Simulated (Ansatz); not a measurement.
System: ReO3 (charge +1, singlet). 
Coordinates optimised at B3LYP-D3(BJ)/def2-TZVP (Ansatz, a first-principles code):
SMILES: [O]=[Re+](=[O])=[O]
```xyz
4

Re    -0.0893     0.0724     0.1092
O     -0.7709    -1.3651    -0.4442
O      0.1653     1.0195    -1.2604
O      1.4424    -0.3333     0.6808
```
Charge +1, spin multiplicity 1.

Parts of the frozen-core correlation energy in def2-TZVPP (Ansatz, hartree). Frozen orbitals: 7; correlated occupied orbitals by spin: 12 and 12; virtual: 130 and 130. No spin-orbit coupling. Past Kr the def2 sets carry scalar-relativistic core potentials. The restricted reference is unstable.

```tsv
term	value
reference (HF)	-301.79636
MP2 opposite-spin	-0.79218
MP2 same-spin	-0.33325
CCSD correlation	-0.99778
(T)	-0.08125
T1 diagnostic	0.035
largest doubles amplitude	0.046
```
